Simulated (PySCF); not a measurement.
**Two-component Hartree-Fock for Br²⁺ (bromine, charge +2)**

Start: [Ar] 3d10 4s2 4p3; 4p3/2 filled at m_j = -1/2, +1/2, +3/2. Calculated with PySCF 2.14 in x2c-TZVPall-2c (6s7p4d1f, 54 functions): generalised Hartree-Fock with the X2C-1e Hamiltonian and a Gaussian nucleus; one run each with spin-orbit coupling (SO) switched off, then screened by Boettger's factors. This is a chosen level, not necessarily the ground level.

```tsv
spinor shell	electrons	ε, spin-free (eV)	ε, screened SO (eV)	weight of nominal j (screened SO)	rms radius, screened SO (bohr)
1s1/2	2	-13581.7	-13581.3	1.000	0.0492
2s1/2	2	-1849.9	-1849.8	1.000	0.205
2p1/2	2	-1629.1	-1661.7	1.000	0.180
2p3/2	4	-1629.1	-1613.5	1.000	0.184
3s1/2	2	-301.30	-301.27	1.000	0.587
3p1/2	2	-229.12	-234.12	0.995	0.600
3d3/2	4	-109.63	-110.35	0.954	0.648
3d5/2	6	-109.63	-109.11	0.970	0.649
4s1/2	2	-48.168	-48.158	1.000	1.73
4p3/2	3	-35.218	-35.218	0.623	1.98
```

Task: Where does 3p3/2 lie, and what is the 3p spin-orbit splitting (screened SO)?

Result: At -226.70 eV, 7.423 eV above 3p1/2.

```tsv
quantity	spin-free	screened SO
E (hartree)	-2603.20460	-2603.34498
M_J	3/2	3/2
⟨J²⟩	3.751	3.751
⟨L²⟩	0.000	0.023
⟨S²⟩	3.751	3.724
```

Each row is a mean over spinors that exchange with the open shell spreads, by up to 9.541 eV (4s1/2).

Rows whose weight is well below 1 are mixtures of j = l ± 1/2: exchange outweighs spin-orbit coupling there, and the label is only the starting occupation.

Without spin-orbit coupling the j labels of p, d and f shells carry no meaning; the spin-free column gives the mean over the occupied spinors of each nl shell.
